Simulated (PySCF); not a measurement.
**As: ionisation energy**

As [Ar] 3d10 4s2 4p3 [4p1/2^2 4p3/2^1, M_J = 3/2] → As⁺ [Ar] 3d10 4s2 4p2 [4p1/2^2, M_J = 0], as a difference of total energies. All numbers are calculated (PySCF 2.14, the two-component X2C-1e Hamiltonian, in x2c-TZVPall-2c with one added diffuse shell each of s, p, d type (7s8p5d1f, 63 functions)). Correlated levels: [Ne] frozen. "Screened" scales the spin-orbit matrix elements by Boettger's factors to mimic the two-electron term; Breit and QED terms are absent.

```
                    method  ionisation energy (eV)  error (eV)
           GHF (spin-free)                   9.497      -0.292
          GMP2 (spin-free)                   9.977      +0.188
 GHF (screened spin-orbit)                   9.380      -0.409
GMP2 (screened spin-orbit)                   9.861      +0.072
```

Reference: 9.789 eV (measured; NIST Atomic Spectra Database, ionization energies).

The spin-free rows relax to the high-spin LS determinant and lack the spin-orbit shift.

Errors of the correlated levels include the incompleteness of this basis and the frozen core.

The labels give the starting determinants; with spin-orbit coupling the two ends relaxed to ⟨J²⟩ = 3.75, ⟨L²⟩ = 0.01, ⟨S²⟩ = 3.74 and ⟨J²⟩ = 1.63, ⟨L²⟩ = 2.01, ⟨S²⟩ = 1.99.

The determinant of As⁺ mixes levels of different J (the jj label is only the starting occupation), so the difference between spin-free and spin-orbit rows is not the physical spin-orbit shift.
